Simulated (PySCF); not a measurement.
## Silicon: a sound run and one with changed settings

Sound run: Si²⁺ [Ne] 3s2, Si³⁺ [Ne] 3s1. Computed with PySCF 2.14 in aug-cc-pVDZ-DK (5s4p2d, 27 functions), with scalar relativity by spin-free X2C-1e. In the sound run the correlated levels freeze [Ne]. The sound run starts from symmetry-adapted Hartree-Fock orbitals and uses a fine grid where one is needed.

Changed run: no relativity, point nucleus. This setting is unsound on purpose.

| species | method | sound run (hartree) | changed run (hartree) | converged |
| --- | --- | --- | --- | --- |
| Si²⁺ | UHF | -288.59121 | -287.86622 | yes |
| Si²⁺ | LDA | -287.89723 | -287.17292 | yes |
| Si²⁺ | M06-L | -289.06326 | -288.33843 | yes |
| Si²⁺ | MP2 | -288.62001 | -287.89505 | yes |
| Si²⁺ | CCSD(T) | -288.63467 | -287.90981 | yes |
| Si³⁺ | UHF | -287.41312 | -286.69111 | yes |
| Si³⁺ | LDA | -286.66162 | -285.94058 | yes |
| Si³⁺ | M06-L | -287.83759 | -287.11568 | yes |

Ionisation energy of Si²⁺:

| method | sound run (eV) | changed run (eV) |
| --- | --- | --- |
| UHF | 32.057 | 31.977 |
| LDA | 33.623 | 33.534 |
| M06-L | 33.352 | 33.273 |
| MP2 | 32.841 | 32.761 |
| SCS-MP2 | 32.998 | 32.918 |
| CCSD | 33.240 | 33.162 |
| CCSD(T) | 33.240 | 33.162 |
| CCSDT | 33.240 | 33.162 |
| FCI | 33.240 | 33.162 |

Most of the change in total energy is the relativistic energy itself. On top of that the contraction fixes the core shape for the Hamiltonian it was made with, so the changed run is not a good calculation with the other Hamiltonian either.

For comparison, NIST gives 33.493 eV between the lowest levels.
